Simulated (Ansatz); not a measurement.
Species: AsH2, charge 0, doublet. AsH2 (SMILES [AsH2], doublet).
B3LYP-D3(BJ)/def2-TZVP minimum from Ansatz (a program for electronic structure):
```xyz
3

As    -0.0239    -0.0491    -0.0281
H     -0.0021     1.4525    -0.3209
H      0.7904     0.1673     1.2490
```
Charge 0, spin multiplicity 2.

Total energies in cc-pVQZ, 7 correlated electrons, 14 frozen orbitals. Radicals and triplets start from unrestricted determinants; spin-orbit coupling is neglected. Correlated methods leave the cores frozen (noble-gas shells, and filled d and f shells in the p block). No relativity.

```json
[
 {"method": "HF", "program": "Ansatz", "energy (Eh)": "-2235.38830", "minus CCSDT(Q) (mEh)": "164.13"},
 {"method": "MP2", "program": "Ansatz", "energy (Eh)": "-2235.52331", "minus CCSDT(Q) (mEh)": "29.11"},
 {"method": "CCSD", "program": "Ansatz", "energy (Eh)": "-2235.54608", "minus CCSDT(Q) (mEh)": "6.34"},
 {"method": "CCSD(T)", "program": "Ansatz", "energy (Eh)": "-2235.55147", "minus CCSDT(Q) (mEh)": "0.95"},
 {"method": "CCSDT(Q)", "program": "Ansatz", "energy (Eh)": "-2235.55243", "minus CCSDT(Q) (mEh)": "0.00"}
]
```

Rough core times of Ansatz's runs on a shared machine: CCSD(T) under 20 s, CCSDT(Q) 10 min.
